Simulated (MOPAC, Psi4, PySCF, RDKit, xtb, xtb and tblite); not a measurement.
Two geometries of C4H8O2Se, SMILES C([SeH])CC(=O)OC, relaxed at GFN2-xTB with one dihedral held; other torsions can differ between them too.

Structure A

```
15

C      2.1798     0.7512     0.2281
O      0.8562     0.2794     0.4389
C      0.5928    -1.0067     0.1835
O      1.4038    -1.8094    -0.1866
C     -0.8804    -1.2702     0.4047
C     -1.6663    -0.6822    -0.7591
Se    -1.3586     1.2741    -0.8639
H      2.1032     1.7278    -0.2465
H      2.7256     0.0534    -0.4095
H      2.6822     0.8416     1.1925
H     -1.0454    -2.3472     0.4610
H     -1.1891    -0.7964     1.3378
H     -2.7371    -0.8285    -0.6146
H     -1.3568    -1.1259    -1.7070
H     -2.5642     1.5263    -1.6365
```

Structure B

```
15

C      2.3001     0.7036     0.2560
O      0.9212     0.3817     0.3496
C      0.5908    -0.9100     0.2590
O      1.3909    -1.7890     0.0872
C     -0.8999    -1.1231     0.4141
C     -1.7221     0.1445     0.2758
Se    -1.1559     1.5215     1.5796
H      2.3817     1.7609     0.4938
H      2.6602     0.5075    -0.7560
H      2.8766     0.1027     0.9616
H     -1.2113    -1.8680    -0.3222
H     -1.0486    -1.5634     1.4054
H     -2.7757    -0.0609     0.4615
H     -1.6046     0.5791    -0.7178
H     -2.5013     1.8556     2.0203
```

Q: Which is lower in energy at the level B3LYP-D3(BJ)/def2-SVP // GFN2-xTB in Psi4, and by how much?

A: B is lower, by 3.08 kJ/mol (dihedral O2–C3–C5–C6: 75° in A, 15° in B).

E(B) − E(A) in kJ/mol at the other levels, on the same two geometries: GFN2-xTB (xtb and tblite) -1.71; B3LYP/def2-SVP // GFN2-xTB (Psi4) -3.60; PBE/def2-SVP // GFN2-xTB (Psi4) -3.03; PBE-D3(BJ)/def2-SVP // GFN2-xTB (Psi4) -2.77; UFF // GFN2-xTB (RDKit) -0.27; AM1, restricted, heats of formation // GFN2-xTB (MOPAC) 0.72; PM6, restricted, heats of formation // GFN2-xTB (MOPAC) 1.45; GFN1-xTB // GFN2-xTB (xtb) 2.00; restricted B3LYP/6-31G*, spherical d, density fitting // GFN2-xTB (PySCF) -2.92; restricted LDA (SVWN5)/6-31G*, spherical d, density fitting // GFN2-xTB (PySCF) -3.76; restricted MP2 (frozen core)/3-21G // GFN2-xTB (PySCF) -1.95; restricted B3LYP/3-21G, density fitting // GFN2-xTB (PySCF) -1.97.
